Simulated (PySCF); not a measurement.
**K⁻ (potassium, charge -1): PW91 calculation**

Configuration: [Ar] 4s2, closed-shell 1S. Calculation: PySCF 2.14, in aug-cc-pVQZ-X2C (8s7p5d3f2g, 93 functions); scalar relativity by spin-free X2C-1e.

- Total energy: -602.247 hartree
- One-electron energy: -829.802 hartree
- Hartree (Coulomb) energy: 261.268 hartree
- Exchange-correlation energy: -33.713 hartree
- ⟨S²⟩: 0.0000
- ⟨L²⟩: 0.000
- Sum of ⟨r⟩: 27.52 bohr
- Sum of ⟨r²⟩: 130.3 bohr²
- Langevin diamagnetic susceptibility: -103 ×10⁻⁶ cm³/mol

```csv
shell,electrons,mean orbital energy (eV),"rms radius, mean of both spins (bohr)"
1s,2,-3518.0,0.0937
2s,2,-349.73,0.421
2p,6,-276.61,0.390
3s,2,-31.631,1.36
3p,6,-15.100,1.57
4s,2,0.717,7.43
```

At PW91 the highest occupied level has a positive energy, so only the finite basis holds that electron; in a semilocal or global hybrid functional this comes from self-interaction and does not mean that the real anion is unbound.

Densities and radii are taken from the X2C orbitals without a picture-change correction, which distorts them close to the nucleus.
